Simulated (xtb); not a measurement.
CH5F3Si2, SMILES [SiH](F)(F)[Si@H](C)F. All values are semi-empirical tight-binding results from xtb (GFN2-xTB unless named), good for trends rather than for accurate numbers. Coordinates come from a GFN2-xTB optimisation. The structure was generated by enumeration; whether it is a known compound was not checked. One conformer was computed; it need not be the lowest.

```yaml
orbital_gap: 4.45 eV
dipole_moment: 2.05 D
zero_point_energy: 38.7 kcal/mol
G − E(el) at 298.15 K (modified RRHO): 16.9 kcal/mol
static polarisability (D4 model): 75.6 bohr³
solvation energy, GFN2-xTB/ALPB(water): -0.7 kcal/mol
solvation energy, GFN2-xTB/ALPB(thf): -2.5 kcal/mol
```
